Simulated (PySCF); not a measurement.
PySCF 2.14 output of a UHF calculation on a single atom or ion in aug-cc-pwCVDZ (5s4p2d, 27 functions), with the non-relativistic Hamiltonian (point nucleus):

```
SCF conv_tol = 1e-09
number electrons alpha = 4  beta = 2
cycle= 1 E= -95.2928267786528  delta_E= -0.00357  |g|= 0.0245  |ddm|= 0.0452
cycle= 2 E= -95.2929662458043  delta_E= -0.000139  |g|= 0.00487  |ddm|= 0.00867
cycle= 3 E= -95.2929722893816  delta_E= -6.04e-06  |g|= 7.08e-05  |ddm|= 0.00219
cycle= 4 E= -95.2929722910982  delta_E= -1.72e-09  |g|= 3.16e-06  |ddm|= 5.46e-05
cycle= 5 E= -95.2929722911014  delta_E= -3.24e-12  |g|= 3.33e-07  |ddm|= 5.37e-06
converged SCF energy = -95.2929722911014  <S^2> = 2.0033617  2S+1 = 3.0022403
```

The run itself started from symmetry-adapted Hartree-Fock orbitals and held the occupation by maximum overlap, so the iterations belong to that start.

Question: Which element, charge and spin multiplicity is this?

Answer: F³⁺ (fluorine, charge +3), multiplicity 3; the state was [He] 2s2 2p2, high-spin 3P determinant.
